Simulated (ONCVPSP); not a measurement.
## Varying the ONCV potential for Zn (Z = 30)

Base potential:

```json
{
 "Element": "Zn (Z = 30)",
 "Generator": "ONCVPSP 4.0.1",
 "Type": "optimised norm-conserving Vanderbilt (ONCV)",
 "Functional": "PBE",
 "Relativity": "fully relativistic",
 "Frozen core": "[Ne]",
 "Valence charge": "20",
 "Reference configuration": "3s2 3p6 3d10 4s2",
 "Partial waves": "3s+4s: rc 1.30 bohr, ncon 4, nbas 6, qcut 8.4 1/bohr, 3 projectors, debl 1.8 Ha; 3p: rc 0.95 bohr, ncon 4, nbas 8, qcut 15.2 1/bohr, 2 projectors, debl 2.3 Ha; 3d: rc 1.10 bohr, ncon 4, nbas 8, qcut 16.7 1/bohr, 3 projectors, debl 3.8 Ha",
 "Local potential": "polynomial inside 0.90 bohr (lpopt 5, dvloc0 0 Ha)",
 "Core correction": "polynomial model core, fcfact 0.2"
}
```

Open shells are filled in proportion to 2j + 1.

In the p channel the program set the typed energies aside and used -3.027, 0.250 Ha (j = l + 1/2; the other j can differ).

All-electron outer shells of the reference configuration (PBE, scalar-relativistic, ld1.x):

```csv
shell,level (eV),outermost node (bohr),outermost maximum (bohr)
2p,-1004.03,–,0.15
3s,-129.23,0.28,0.59
3p,-83.40,0.25,0.59
3d,-10.14,–,0.57
4s,-5.98,0.85,2.09
```

Cutoffs, loose and tight: the cutoffs (Ha) at which the residual kinetic energy of the hardest occupied pseudo-wave falls to 1 and 0.1 mHa per electron. They do not see the model core or the augmentation charge, which bear on the density cutoff. Test errors are all-electron minus pseudo excitation energies from the reference, over the configurations 3s2 3p6 3d10 4s1; 3s2 3p6 3d10 4s0; 3s2 3p6 3d9 4s0; 3s2 3p6 3d8 4s0. A dash means not determined; rows that change the core or the reference have their own tests.

| change | outcome | cutoff, loose | cutoff, tight | bound ghosts | GHOST(+) flags above zero | largest test error (meV) |
| --- | --- | --- | --- | --- | --- | --- |
| base | generated, projector energies reset by the program | 96 Ha | 109 Ha | none | s | +45 |
| s: qcut 5.4; p: qcut 9.7; d: qcut 10.7 | generated, projector energies reset by the program | 130 Ha | 199 Ha | none | s | +131 |
| s: qcut 8.2; p: qcut 14.9; d: qcut 16.4 | generated, projector energies reset by the program | 94 Ha | 107 Ha | none | s | +48 |
| s: qcut 8.8; p: qcut 15.9; d: qcut 17.5 | generated, projector energies reset by the program | 102 Ha | 116 Ha | none | none | +38 |
| s: qcut 9.9; p: qcut 17.9; d: qcut 19.7 | generated, projector energies reset by the program | 115 Ha | 134 Ha | none | none | +34 |
| s: qcut 10.4; p: qcut 18.8; d: qcut 20.7 | failed: ERROR pspot: first pseudo wave function has node, program will stop | – | – | – | – | – |
| s: qcut 11.3; p: qcut 20.4; d: qcut 22.4 | failed: ERROR pspot: first pseudo wave function has node, program will stop | – | – | – | – | – |
| s: qcut 12.3; p: qcut 22.2; d: qcut 24.4 | failed: ERROR pspot: first pseudo wave function has node, program will stop | – | – | – | – | – |

(1) What comes out with this change to the base: s: qcut 6.2; p: qcut 11.3; d: qcut 12.4?

(2) What comes out with this change to the base: s: qcut 7; p: qcut 12.7; d: qcut 13.9?

## Answers

(1) outcome: generated, projector energies reset by the program; cutoff, loose: 70 Ha; cutoff, tight: 104 Ha; bound ghosts: none; GHOST(+) flags above zero: s; largest test error (meV): +94.

(2) outcome: generated, projector energies reset by the program; cutoff, loose: 79 Ha; cutoff, tight: 88 Ha; bound ghosts: none; GHOST(+) flags above zero: s; largest test error (meV): +72.
